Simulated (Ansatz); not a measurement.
Z-matrix (Å, degrees):
```
Si
S 1 2.135
F 1 1.592 2 110.4
H 1 1.476 2 106.3 3 116.8
H 1 1.477 2 110.5 3 -119.7
Si 2 2.107 1 98.8 3 91.0
F 6 1.584 2 111.1 1 72.3
F 6 1.585 2 110.7 1 -45.1
H 6 1.469 2 110.0 1 -166.9
```

Charge 0, multiplicity 1.

List the CAM-B3LYP/def2-TZVPP orbital energies in eV (Ansatz). (An estimate is asked.)

The calculation gave: Occupied: -2420.16, -1803.63, -1802.89, -674.13, -674.08, -673.80, -218.27, -162.81, -162.76, -162.69, -147.94, -147.29, -103.32, -103.30, -103.24, -102.67, -102.63, -102.57, -35.57, -35.02, -34.95, -22.85, -18.16, -17.43, -16.06, -15.66, -15.35, -14.80, -14.68, -14.51, -14.36, -14.00, -13.42, -12.01, -11.30, -10.87, -9.86. Lowest empty: 0.79, 1.05, 1.36, 1.64, 1.72, 2.95, 3.25, 4.11.
